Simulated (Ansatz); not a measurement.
# Energy profile

The step: CH₆Ge ([CH3][GeH3]) + NH₃ → GeNH₅ ([NH2][GeH3]) + CH₄; bonds formed: Ge1–N7, C2–H6; bonds broken: Ge1–C2, H6–N7 (atoms numbered as in the saddle structure below).

Ge1  (-0.777, 0.908, -0.184)
C2  (0.169, -1.001, 1.137)
H3  (-2.052, 0.069, -0.301)
H4  (-0.468, 1.645, 1.126)
H5  (-0.992, 2.077, -1.218)
H6  (0.725, -0.581, -0.326)
N7  (0.750, 0.127, -1.222)
H8  (0.892, -0.605, 1.859)
H9  (-0.797, -1.069, 1.647)
H10  (0.461, -2.039, 0.915)
H11  (1.571, 0.720, -1.297)
H12  (0.518, -0.250, -2.136)
(Å)

Electronic energies by CCSD(T) at an estimated basis limit (MP2 extrapolated from triple and quadruple zeta, plus CCSD(T) − MP2 in triple zeta), on PBE0-D4/def2-TZVP structures; CH₉GeN, closed shell; no counterpoise correction. Program: Ansatz 0.2.0. Basis: def2-TZVPP and def2-QZVPP. Cores are frozen in the correlated methods. Filled d shells of the heavier atoms are correlated. The def2 sets are not built for correlating such inner shells, so the correlated values are less sure here. Extrapolation: Hartree–Fock as exp(−7.88 √X), correlation as X^−2.97.

(1) Give the profile in kJ/mol, counted from the separated reactants. (An estimate is asked for; the value comes from the calculation.)

No T1 diagnostic of these runs exceeds 0.012.

## Answers

(1) Computed:
| point | kJ/mol |
| --- | --- |
| separated: CH₆Ge (linked as [CH3][GeH3]; Ge1, C2, H3, H4, H5, H8, H9, H10; singlet) + NH₃ (H6, N7, H11, H12; singlet) | 0.0 |
| start structure | -9.5 |
| saddle | 247.3 |
| end structure | -17.6 |
| separated: GeNH₅ (linked as [NH2][GeH3]; Ge1, H3, H4, H5, N7, H11, H12; singlet) + CH₄ (C2, H6, H8, H9, H10; singlet) | -12.7 |

For scale, one of the runs: CCSD(T)/def2-TZVPP, 236 basis functions, launched by `ansatz run in.yaml --threads 4 --pin off --events-out ev --progress --plain --max-ram 9574MiB`. Time: 4.2 min of wall clock on 4 CPU threads of an AMD EPYC; the host was shared. Peak host memory: 4.4 GiB.
